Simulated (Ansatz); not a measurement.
Z-matrix (Å, degrees):
```
Ag
H 1 1.617
```

The species carries charge 0 and has multiplicity 1. Ag takes the def2 core potential.

**Question.** List the PBE0/def2-TZVPP orbital energies in eV (Ansatz). (Best estimate.)

**Answer.** The calculation gave: Occupied: -102.85, -64.48, -64.27, -64.27, -10.84, -9.63, -9.63, -9.42, -9.42, -6.82. Lowest empty: -2.05, 0.00, 0.00, 2.24, 2.97, 5.68, 5.68, 5.99.
